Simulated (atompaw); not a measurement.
**Logarithmic derivatives: molybdenum, PAW (atompaw)**

atompaw 4.2.0.5 input, output lines left out:

```
Mo 42
GGA-PBE scalarrelativistic loggrid 1500 logderivrange -7 5 301
5 5 4 0 0 0
5 0 0.5
5 1 0
4 2 5
0 0 0
c
c
c
v
v
c
c
v
v
c
v
2
1.95 1.65 1.55 1.80
n
n
y
0.5
n
custom polynom2 7 10 vanderbiltortho gaussian
3 0.5 troulliermartins
1.60
1.95
1.65
1.95
1.95
1.95
```

The phase is arctan(r·u′/u) with u = r·R(r), unwrapped; energies in Ry, scanned from -7 to 5 Ry. A pole is an energy at which the radial function vanishes at the test radius. The pseudo phase is shifted by a multiple of π to meet the all-electron one at the reference energy, and phase errors are pseudo minus all-electron; the curves can meet again beyond the range given. Levels narrower than the energy grid can be missing from the lists of poles.

```json
{"channel": "s", "radius (bohr)": "1.96", "reference energy (Ry)": "-0.50", "poles, all-electron": "-4.53", "poles, pseudo": "-4.53", "unbroken range about the reference energy with phases within 0.05 rad": "the whole range", "phase error 1 Ry above the reference energy (rad)": "-0.001"}
{"channel": "p", "radius (bohr)": "1.96", "reference energy (Ry)": "-0.25", "poles, all-electron": "-2.33", "poles, pseudo": "-2.33", "unbroken range about the reference energy with phases within 0.05 rad": "below 2.3", "phase error 1 Ry above the reference energy (rad)": "-0.001"}
{"channel": "d", "radius (bohr)": "1.96", "reference energy (Ry)": "-0.51", "poles, all-electron": "1.23", "poles, pseudo": "1.23", "unbroken range about the reference energy with phases within 0.05 rad": "the whole range", "phase error 1 Ry above the reference energy (rad)": "-0.000"}
```

Phases in the s channel:

```tsv
E (Ry)	all-electron	pseudo
-7.00	1.282	1.282
-6.76	1.263	1.262
-6.52	1.236	1.236
-6.28	1.199	1.198
-6.04	1.140	1.139
-5.80	1.034	1.033
-5.56	0.783	0.781
-5.32	-0.050	-0.052
-5.08	-1.092	-1.092
-4.84	-1.420	-1.420
-4.60	-1.548	-1.548
-4.36	-1.616	-1.616
-4.12	-1.660	-1.660
-3.88	-1.692	-1.692
-3.64	-1.717	-1.717
-3.40	-1.738	-1.738
-3.16	-1.757	-1.757
-2.92	-1.774	-1.775
-2.68	-1.791	-1.792
-2.44	-1.808	-1.808
-2.20	-1.825	-1.825
-1.96	-1.843	-1.843
-1.72	-1.862	-1.862
-1.48	-1.883	-1.883
-1.24	-1.906	-1.906
-1.00	-1.931	-1.931
-0.76	-1.960	-1.960
-0.52	-1.994	-1.994
-0.28	-2.033	-2.033
-0.04	-2.080	-2.080
0.20	-2.138	-2.138
0.44	-2.209	-2.210
0.68	-2.300	-2.302
0.92	-2.418	-2.422
1.16	-2.571	-2.579
1.40	-2.769	-2.782
1.64	-3.013	-3.034
1.88	-3.284	-3.312
2.12	-3.546	-3.579
2.36	-3.771	-3.805
2.60	-3.949	-3.982
2.84	-4.086	-4.117
3.08	-4.191	-4.220
3.32	-4.273	-4.300
3.56	-4.337	-4.364
3.80	-4.389	-4.416
4.04	-4.432	-4.458
4.28	-4.468	-4.494
4.52	-4.498	-4.525
4.76	-4.524	-4.552
5.00	-4.547	-4.576
```
